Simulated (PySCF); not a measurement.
Pt⁺ (platinum, charge +1) across methods

[Xe] 4f14 5d8 6p1, one real determinant (an excited configuration). Computed with PySCF 2.14 in aug-cc-pVTZ-PP with ECP60MDF, with a scalar-relativistic core potential.

```csv
method,E (hartree),mean ε 5d α (eV),mean ε 5d β (eV),mean ε 6p α (eV),Σ⟨r²⟩ (bohr²),⟨S²⟩
LC-wPBE,-118.7874,-23.220,-21.865,-11.177,47.60,3.751
BP86,-118.8857,-18.815,-17.569,-8.821,47.68,3.751
wB97M-V,-118.6820,-22.878,-21.546,-10.901,47.91,3.751
PBE,-118.7946,-18.724,-17.405,-8.690,47.83,3.751
LDA,-118.5435,-18.870,-17.509,-8.815,47.81,3.750
B97-3,-118.7915,-20.483,-19.188,-9.092,47.87,3.751
r2SCAN,-118.8115,-19.082,-17.648,-8.833,47.51,3.752
UHF,-117.99792,-24.958,-23.139,-10.471,48.80,3.753
PBE0,-118.7623,-20.488,-19.066,-9.264,47.82,3.751
```

⟨L²⟩ = 14.03 against 20 for a pure G term, so this real determinant mixes terms. Energies and moments cover only the electrons outside the core potential. Spin-orbit coupling, absent here, splits the open shell strongly.
